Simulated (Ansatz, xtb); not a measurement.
# Two isomers of C6H9ClO

Structure X is `C=C[C@@H]1C[C@H](Cl)CO1`, a singlet and structure Y is `C=C[C@@]1(Cl)CCOC1`, a singlet. Both are isolated molecules in the gas phase, relaxed with B3LYP-D3(BJ)/def2-SVP; each stands in its lowest conformer found.

X (Å):

```xyz
17

C     0.8524   -0.2665   -1.3480
C    -0.0305    0.6920   -1.0712
C    -0.5421    1.0169    0.3078
C    -0.1504    2.4338    0.8091
C     0.9891    2.1592    1.7878
C     0.5865    0.7970    2.3424
Cl    2.5929    2.0791    0.9375
O    -0.0278    0.1056    1.2765
H     1.1832   -0.4562   -2.3720
H     1.2706   -0.8799   -0.5470
H    -0.4555    1.3079   -1.8734
H    -1.6464    0.9312    0.2912
H    -0.9860    2.8866    1.3667
H     0.1364    3.1207    0.0028
H     1.0997    2.9268    2.5633
H    -0.1249    0.9513    3.1810
H     1.4404    0.2131    2.7143
```

Y (Å):

```xyz
17

C     0.9996   -2.3465   -0.2352
C    -0.2838   -2.0022   -0.3615
C    -1.1121   -1.3202    0.6806
C    -0.4343   -0.8617    1.9707
C    -1.4468    0.1425    2.5238
C    -1.7657   -0.0089    0.2184
Cl   -2.4658   -2.5046    1.1344
O    -2.0778    0.7233    1.3847
H     1.5318   -2.8384   -1.0533
H     1.5664   -2.1600    0.6806
H    -0.8183   -2.2248   -1.2919
H    -0.2068   -1.6903    2.6537
H     0.5061   -0.3522    1.7052
H    -0.9730    0.9374    3.1223
H    -2.2016   -0.3643    3.1512
H    -1.0370    0.5435   -0.4091
H    -2.6735   -0.1868   -0.3782
```

Q: Which of the two would you expect CCSD(T)/def2-SVP + ΔMP2/def2-TZVPP electronic energies to favour?

A: Too close to call at this level: CCSD(T)/def2-SVP + ΔMP2/def2-TZVPP gives E(Y) − E(X) = −0.001 eV.

How the difference moves with the method:

```json
{"level": "B3LYP-D3(BJ)/def2-SVP", "geometry": "B3LYP-D3(BJ)/def2-SVP", "E(Y) − E(X) (eV)": "+0.023", "departure from the last row (eV)": "+0.023", "job, with rough time for the two": "optimisation, 4.5 min"}
{"level": "HF/def2-SVP", "geometry": "B3LYP-D3(BJ)/def2-SVP", "E(Y) − E(X) (eV)": "+0.039", "departure from the last row (eV)": "+0.040", "job, with rough time for the two": "part of the CCSD(T) run"}
{"level": "MP2/def2-SVP", "geometry": "B3LYP-D3(BJ)/def2-SVP", "E(Y) − E(X) (eV)": "−0.037", "departure from the last row (eV)": "−0.036", "job, with rough time for the two": "part of the CCSD(T) run"}
{"level": "CCSD(T)/def2-SVP", "geometry": "B3LYP-D3(BJ)/def2-SVP", "E(Y) − E(X) (eV)": "−0.021", "departure from the last row (eV)": "−0.020", "job, with rough time for the two": "single point"}
{"level": "CCSD(T)/def2-SVP + ΔMP2/def2-TZVPP", "geometry": "B3LYP-D3(BJ)/def2-SVP", "E(Y) − E(X) (eV)": "−0.001", "departure from the last row (eV)": "", "job, with rough time for the two": "single point, 1.7 min"}
```

As drawn, both hold the same kinds of bond in the same numbers.

The largest departure from CCSD(T)/def2-SVP + ΔMP2/def2-TZVPP is that of HF/def2-SVP, 0.040 eV. Levels run at GFN2-xTB geometries aren't shown. The last row adds to CCSD(T) the change of the MP2 difference between the two basis sets, here +0.020 eV.

With thermal terms from frequencies at re-optimised GFN2-xTB minima (ideal gas, soft modes damped towards free rotors, one conformer each, 298.15 K, 1 atm): the zero-point term adds −0.006 eV; ΔH is −0.002 and ΔG −0.010 eV.

The correlated steps freeze 12 core orbitals. Run with Ansatz 0.2.0, xtb 6.7.1; the last row on 2 threads of Intel(R) Xeon(R) 6975P-C (Granite Rapids) on a shared host.
